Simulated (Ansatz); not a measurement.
C4H6, triplet, geometry from GFN2-xTB. Base run: BLYP/STO-3G in Ansatz (a first-principles code).

Geometry (Å):
```xyz
10

C     -0.5899     1.2710    -0.0436
C      0.0000     0.0000     0.0000
C      1.3962    -0.1256    -0.0134
C     -0.8063    -1.1454     0.0570
H     -1.6576     1.3859    -0.0341
H      0.0123     2.1591    -0.0875
H      1.8651    -1.0912     0.0194
H      2.0292     0.7409    -0.0569
H     -1.8774    -1.0679     0.0681
H     -0.3715    -2.1268     0.0910
```
Charge 0, spin multiplicity 3.
Orbitals are unrestricted.
All else is at Ansatz's defaults.

The base run was repeated with changes; each row names its change, and settings that it needs were set with it.

| change | basis functions | E (Eh) |
|---|---|---|
| base | 26 | -153.89475 |
| basis = pcseg-0 | 48 | -155.46111 |
| basis = 3-21G | 48 | -154.97579 |
| basis = 6-31G | 48 | -155.80198 |
| basis = def2-SV(P) | 68 | -155.70401 |
| basis = 6-31G* | 72 | -155.83218 |
| basis = cc-pVDZ | 86 | -155.83746 |
| basis = 6-31G** | 90 | -155.84134 |
| basis = aug-cc-pVDZ | 146 | -155.85274 |
| basis = aug-pcseg-1 | 146 | -155.81727 |
| basis = def2-TZVP | 160 | -155.90076 |
| basis = def2-TZVPD | 202 | -155.90155 |
| basis = cc-pVTZ | 204 | -155.89868 |

Totals compare only among sets that treat the same electrons; sets with core potentials leave the core out.
